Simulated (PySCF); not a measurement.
**Electron correlation in Sn (tin, neutral)**

[Kr] 4d10 5s2 5p1 5d1, one real determinant (an excited configuration). Computed with PySCF 2.14 in aug-cc-pVDZ-PP with ECP28MDF (5s4p3d, 32 functions), with scalar relativity through the core potential. Frozen: 4s2 4p6 4d10; 4 electrons correlated.

MP2 pair energies summed by pair of shells (mhartree):

```tsv
pair	energy	share (%)
5s-5s	-15.78	45.8
5s-5p	-10.94	31.7
5s-5d	-6.45	18.7
5p-5d	-1.30	3.8
```

Total MP2 correlation energy: -34.48 mhartree.

Same-spin part -4.55 and opposite-spin part -29.94 mhartree; SCS-MP2 scales them by 1/3 and 6/5 to -37.44 mhartree.

The reference is one real determinant that mixes LS terms of this configuration.
